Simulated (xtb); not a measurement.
I2Sn, charge +1, doublet, from a rough starting geometry (GFN-xTB shapes and energies of metal compounds can be far from the true ones) (a state made from the parent by changing its charge; the spin is typed, not shown lowest); GFN2-xTB (xtb).

Here is a job for xtb.
```
$ xtb mol.xyz --gfn 2 --chrg 1 --uhf 1 --opt vtight --json

# file mol.xyz
3

Sn     0.00289281    -0.02059210     1.11133108
I      1.08998756    -1.86139256    -0.55073963
I     -1.11168062     1.88250777    -0.55250334
```

Write the output that xtb gives for this input, abridged.


```
   ID    Z sym.   atoms
    1   50 Sn     1
    2   53 I      2, 3

           -------------------------------------------------
          |                Calculation Setup                |
           -------------------------------------------------

           -------------------------------------------------
          |                 G F N 2 - x T B                 |
           -------------------------------------------------

          ...................................................
          :                      SETUP                      :
          :.................................................:
          :  # basis functions                  30          :
          :  # atomic orbitals                  27          :
          :  # shells                            9          :
          :  # electrons                        17          :
          :  max. iterations                   250          :
          :  Hamiltonian                  GFN2-xTB          :
          :  restarted?                      false          :
          :  GBSA solvation                  false          :
          :  PC potential                    false          :
          :  electronic temp.          300.0000000     K    :
          :  accuracy                    1.0000000          :
          :  -> integral cutoff          0.2500000E+02      :
          :  -> integral neglect         0.1000000E-07      :
          :  -> SCF convergence          0.1000000E-05 Eh   :
          :  -> wf. convergence          0.1000000E-03 e    :
          :  Broyden damping             0.4000000          :
          :  net charge                          1          :
          :  unpaired electrons                  1          :
          ...................................................

 iter      E             dE          RMSdq      gap      omega  full diag
   1     -6.3917502 -0.639175E+01  0.757E+01    0.54       0.0  T
   2     -4.3880138  0.200374E+01  0.845E+01    4.05       1.0  T
   3     -9.2005241 -0.481251E+01  0.145E+01    4.96       1.0  T
   4     -9.3291372 -0.128613E+00  0.130E+01    4.38       1.0  T
   5     -9.3184644  0.106728E-01  0.130E+01    4.44       1.0  T
   6     -9.3580665 -0.396020E-01  0.130E+01    4.18       1.0  T
   7     -9.3864393 -0.283728E-01  0.986E+00    4.10       1.0  T
   8     -9.3648837  0.215555E-01  0.123E+01    3.83       1.0  T
   9     -9.3370156  0.278681E-01  0.125E+01    3.79       1.0  T
  10     -9.3806942 -0.436786E-01  0.116E+01    4.16       1.0  T
  11     -9.3895774 -0.888314E-02  0.706E+00    4.40       1.0  T
  12     -9.3844438  0.513359E-02  0.709E+00    4.67       1.0  T
  13     -9.3822586  0.218517E-02  0.105E+01    4.44       1.0  T
  14     -9.3861399 -0.388134E-02  0.958E+00    4.49       1.0  T
  15     -9.3896849 -0.354494E-02  0.482E+00    4.58       1.0  T
  16     -9.3927840 -0.309916E-02  0.345E+00    4.72       1.0  T
  17     -9.3931217 -0.337606E-03  0.292E+00    4.70       1.0  T
  18     -9.3931468 -0.251093E-04  0.941E-01    4.68       1.0  T
  19     -9.3932571 -0.110294E-03  0.580E-01    4.67       1.0  T
  20     -9.3933089 -0.518840E-04  0.164E-01    4.68       1.0  T
  21     -9.3933117 -0.280648E-05  0.823E-02    4.68       1.0  T
  22     -9.3933093  0.243415E-05  0.133E-01    4.68       1.0  T
  23     -9.3933119 -0.260388E-05  0.391E-02    4.68       1.5  T
  24     -9.3933121 -0.200515E-06  0.327E-02    4.68       1.8  T
  25     -9.3933121  0.564303E-07  0.311E-02    4.68       1.9  T
  26     -9.3933122 -0.150844E-06  0.854E-03    4.68       6.8  T
  27     -9.3933122 -0.155789E-08  0.604E-03    4.68       9.6  T
  28     -9.3933122 -0.699411E-08  0.356E-03    4.68      16.2  T
  29     -9.3933122  0.410711E-10  0.233E-03    4.68      24.8  T
  30     -9.3933122 -0.164430E-09  0.132E-03    4.68      43.7  T
  31     -9.3933122 -0.520100E-10  0.554E-04    4.68     104.3  T
  32     -9.3933122 -0.106084E-10  0.279E-04    4.68     207.1  T

   *** convergence criteria satisfied after 32 iterations ***

         :::::::::::::::::::::::::::::::::::::::::::::::::::::
         ::                     SUMMARY                     ::
         :::::::::::::::::::::::::::::::::::::::::::::::::::::
         :: total energy              -9.386957379803 Eh    ::
         :: gradient norm              0.018180770849 Eh/a0 ::
         :: HOMO-LUMO gap              4.678867857489 eV    ::
         ::.................................................::
         :: SCC energy                -9.393312156780 Eh    ::
         :: -> isotropic ES            0.057145516184 Eh    ::
         :: -> anisotropic ES          0.002419446009 Eh    ::
         :: -> anisotropic XC         -0.007714196322 Eh    ::
         :: -> dispersion             -0.003263812553 Eh    ::
         :: repulsion energy           0.006354776976 Eh    ::
         :: add. restraining           0.000000000000 Eh    ::
         :: total charge               1.000000000000 e     ::
         :::::::::::::::::::::::::::::::::::::::::::::::::::::

      -----------------------------------------------------------
     |                   =====================                   |
     |                        A N C O P T                        |
     |                   =====================                   |
     |               Approximate Normal Coordinate               |
     |                Rational Function Optimizer                |
      -----------------------------------------------------------
      -----------------------------------------------------------
     |                   =====================                   |
     |                        A N C O P T                        |
     |                   =====================                   |
     |               Approximate Normal Coordinate               |
     |                Rational Function Optimizer                |
      -----------------------------------------------------------

[...]
 * total energy  :    -9.3812847 Eh     change        0.5306634E-02 Eh
 * total energy  :    -9.3879808 Eh     change       -0.6696141E-02 Eh
 * total energy  :    -9.3881649 Eh     change       -0.1841164E-03 Eh
 * total energy  :    -9.3882623 Eh     change       -0.9736287E-04 Eh
 * total energy  :    -9.3883565 Eh     change       -0.9422247E-04 Eh
 * total energy  :    -9.3884290 Eh     change       -0.7249133E-04 Eh
 * total energy  :    -9.3884962 Eh     change       -0.6719718E-04 Eh
 * total energy  :    -9.3884768 Eh     change        0.1942221E-04 Eh
 * total energy  :    -9.3885393 Eh     change       -0.6255231E-04 Eh
 * total energy  :    -9.3885473 Eh     change       -0.7965743E-05 Eh
 * total energy  :    -9.3885484 Eh     change       -0.1111659E-05 Eh
 * total energy  :    -9.3885486 Eh     change       -0.2498839E-06 Eh
 * total energy  :    -9.3885487 Eh     change       -0.1212589E-07 Eh
   *** GEOMETRY OPTIMIZATION CONVERGED AFTER 16 ITERATIONS ***
[...]
          :  electronic temp.          300.0000000     K    :
          :  accuracy                    1.0000000          :
          :  -> integral cutoff          0.2500000E+02      :
          :  -> integral neglect         0.1000000E-07      :
          :  -> SCF convergence          0.1000000E-05 Eh   :
          :  -> wf. convergence          0.1000000E-03 e    :
          :  Broyden damping             0.4000000          :
          :  net charge                          1          :
          :  unpaired electrons                  1          :
          ...................................................

 iter      E             dE          RMSdq      gap      omega  full diag
   1     -9.3923046 -0.939230E+01  0.320E-05    4.47       0.0  T
   2     -9.3923046  0.137845E-11  0.512E-05    4.47    1126.8  T
   3     -9.3923046 -0.148503E-11  0.251E-05    4.47    2300.4  T

   *** convergence criteria satisfied after 3 iterations ***

         :::::::::::::::::::::::::::::::::::::::::::::::::::::
         ::                     SUMMARY                     ::
         :::::::::::::::::::::::::::::::::::::::::::::::::::::
         :: total energy              -9.388548657708 Eh    ::
         :: gradient norm              0.000019251501 Eh/a0 ::
         :: HOMO-LUMO gap              4.465949443035 eV    ::
         ::.................................................::
         :: SCC energy                -9.392304504213 Eh    ::
         :: -> isotropic ES            0.057503995504 Eh    ::
         :: -> anisotropic ES          0.000461362254 Eh    ::
         :: -> anisotropic XC         -0.006138756800 Eh    ::
         :: -> dispersion             -0.003378786774 Eh    ::
         :: repulsion energy           0.003755846505 Eh    ::
         :: add. restraining           0.000000000000 Eh    ::
         :: total charge               1.000000000396 e     ::
         :::::::::::::::::::::::::::::::::::::::::::::::::::::

           -------------------------------------------------
          |                Property Printout                |
           -------------------------------------------------

    * Orbital Energies and Occupations

         #    Occupation            Energy/Eh            Energy/eV
      -------------------------------------------------------------
         1        2.0000           -1.1042699             -30.0487
         2        2.0000           -0.9630738             -26.2066
         3        2.0000           -0.9501069             -25.8537
         4        2.0000           -0.6679501             -18.1758
         5        2.0000           -0.6583034             -17.9133
         6        2.0000           -0.6476050             -17.6222
         7        1.9936           -0.6425818             -17.4855
         8        1.9801           -0.6414926             -17.4559
         9        1.0264           -0.6343652             -17.2620 (HOMO)
        10                         -0.4702446             -12.7960 (LUMO)
        11                         -0.4343104             -11.8182
        12                         -0.4236661             -11.5285
        13                         -0.3522218              -9.5844
        14                         -0.3453981              -9.3988
        15                         -0.3090068              -8.4085
        16                         -0.2557185              -6.9585
        17                         -0.2305454              -6.2735
        18                         -0.2212704              -6.0211
        19                         -0.2160298              -5.8785
        20                         -0.2159610              -5.8766
       ...                                ...                  ...
        27                          0.5163800              14.0514
      -------------------------------------------------------------
                  HL-Gap            0.1641206 Eh            4.4659 eV
             Fermi-level           -0.5950487 Eh          -16.1921 eV

     #   Z          covCN         q      C6AA      α(0)
     1  50 Sn       1.719     0.632   427.543    44.445
     2  53 I        0.980     0.184   358.727    32.696
     3  53 I        0.980     0.184   358.726    32.696

 Mol. C6AA /au·bohr⁶  :       3402.046870
 Mol. C8AA /au·bohr⁸  :     350762.136456
 Mol. α(0) /au        :        109.836213

Wiberg/Mayer (AO) data.
largest (>0.10) Wiberg bond orders for each atom

 ---------------------------------------------------------------------------
     #   Z sym  total        # sym  WBO       # sym  WBO       # sym  WBO
 ---------------------------------------------------------------------------
     1  50 Sn   2.306 --     3 I    1.153     2 I    1.153
     2  53 I    1.497 --     1 Sn   1.153     3 I    0.344
     3  53 I    1.497 --     1 Sn   1.153     2 I    0.344
 ---------------------------------------------------------------------------

Topologies differ in total number of bonds
Writing topology from bond orders to xtbtopo.mol

molecular dipole:
                 x           y           z       tot (Debye)
 q only:       -0.014      -0.001       1.142
   full:       -0.018      -0.006       3.784       9.619
molecular quadrupole (traceless):
                xx          xy          yy          xz          yz          zz
 q only:       -2.907      -3.282       0.743      -0.035      -0.007       2.164
  q+dip:       -4.800       2.075      -7.109      -0.095      -0.024      11.909
   full:       -2.175       4.136      -6.776      -0.081      -0.015       8.950

optimized geometry written to: xtbopt.xyz

           -------------------------------------------------
          | TOTAL ENERGY               -9.388548657708 Eh   |
          | GRADIENT NORM               0.000019251501 Eh/α |
          | HOMO-LUMO GAP               4.465949443035 eV   |
           -------------------------------------------------

normal termination of xtb
```
